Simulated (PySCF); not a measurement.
**Correlation energy of C⁺ (carbon, charge +1)**

[He] 2s2 3s1, 2S determinant (an excited configuration). All numbers are calculated (PySCF 2.14, no relativity, point nucleus, in dyall-acv3z (15s9p4d2f, 76 functions)). Frozen: nothing; 5 electrons correlated; the 5 highest virtual orbitals of each spin left out.

```csv
level,correlation energy (mhartree)
CCSD,-120.37
(T),-6.00
CCSD(T),-126.37
```

Diagnostics: T1 = 0.0064, D1 = 0.0196, largest double amplitude 0.265.

The outer electron is Rydberg-like, and this basis confines it to a smaller radius and binds it less than a complete one would. A double-excitation amplitude exceeds 0.15, a sign of near-degeneracy.

Cost of the coupled-cluster step: of the order of 15 core-seconds, for 5 correlated electrons.

Iterations:

```
CC2 = 0
CCSD nocc = (np.int64(3), np.int64(2)), nmo = (71, 71)
frozen orbitals [[71, 72, 73, 74, 75], [71, 72, 73, 74, 75]]
max_cycle = 100
direct = 0
conv_tol = 1e-08
conv_tol_normt = 1e-06
diis_space = 8
diis_start_cycle = 0
Init t2, MP2 energy = -0.10118599540191
Init E_corr(UCCSD) = -0.101185995423585
cycle = 1  E_corr(UCCSD) = -0.119552656048608  dE = -0.0183666606  norm(t1,t2) = 0.0795313
cycle = 2  E_corr(UCCSD) = -0.127754001279576  dE = -0.00820134523  norm(t1,t2) = 0.0599078
cycle = 3  E_corr(UCCSD) = -0.132108212904603  dE = -0.00435421163  norm(t1,t2) = 0.0576171
cycle = 4  E_corr(UCCSD) = -0.119217307975984  dE = 0.0128909049  norm(t1,t2) = 0.0599431
cycle = 5  E_corr(UCCSD) = -0.123806215921512  dE = -0.00458890795  norm(t1,t2) = 0.0155409
cycle = 6  E_corr(UCCSD) = -0.119391441820723  dE = 0.0044147741  norm(t1,t2) = 0.0205684
cycle = 7  E_corr(UCCSD) = -0.120678239871616  dE = -0.00128679805  norm(t1,t2) = 0.0045376
cycle = 8  E_corr(UCCSD) = -0.120404661945985  dE = 0.000273577926  norm(t1,t2) = 0.00146457
cycle = 9  E_corr(UCCSD) = -0.120407335060141  dE = -2.67311416e-06  norm(t1,t2) = 0.000609802
cycle = 10  E_corr(UCCSD) = -0.120361852680115  dE = 4.548238e-05  norm(t1,t2) = 0.000224572
cycle = 11  E_corr(UCCSD) = -0.120366740674901  dE = -4.88799479e-06  norm(t1,t2) = 3.92613e-05
cycle = 12  E_corr(UCCSD) = -0.120368825866271  dE = -2.08519137e-06  norm(t1,t2) = 1.25107e-05
cycle = 13  E_corr(UCCSD) = -0.120369105591072  dE = -2.79724801e-07  norm(t1,t2) = 2.85275e-06
cycle = 14  E_corr(UCCSD) = -0.120368998395047  dE = 1.07196025e-07  norm(t1,t2) = 1.23769e-06
cycle = 15  E_corr(UCCSD) = -0.120369006119678  dE = -7.72463073e-09  norm(t1,t2) = 4.2583e-07
UCCSD converged
E(UCCSD) = -36.88910743718048  E_corr = -0.1203690061196778
UCCSD(T) correction = -0.00600411952152157
```
